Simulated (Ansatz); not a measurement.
Reactions of `COBO[SiH3]`.

Program: Ansatz. Geometries: PBE0-D4/def2-TZVP. ΔE: electronic, gas phase. CBS: MP2 limit from def2 TZ/QZ plus the TZ coupled-cluster correction, frozen cores. This one scheme is used for every species. One conformer a species, not always the lowest.

(1) Order these by ΔE at CCSD(T)/CBS, lowest first. (Best estimate.)
A. `COBO[SiH3]` + `OCF` → `FCOBO[SiH3]` + CH₃OH
B. `COBO[SiH3]` → `COBO` + `[SiH2]`
C. `COBO[SiH3]` → `BO[SiH3]` + `C=O`
D. `COBO[SiH3]` + `O[SiH3]` → `[SiH3]OBO[SiH3]` + CH₃OH
E. `COBO[SiH3]` + `[OH][Al]([Cl])[Cl]` → `[SiH3][O][Al]([Cl])[Cl]` + `COBO`
F. `COBO[SiH3]` + `S[SiH2]Cl` → `[SiH3]S[SiH2]Cl` + `COBO`
G. `COBO[SiH3]` + H₂S → `[SiH3]OBS` + CH₃OH

Largest T1 diagnostic: 0.015, for `C=O`.

## Answers

(1) E (-19.7 kJ/mol), D (+2.5 kJ/mol), A (+11.9 kJ/mol), F (+24.0 kJ/mol), G (+72.3 kJ/mol), C (+254.7 kJ/mol), B (+323.5 kJ/mol).
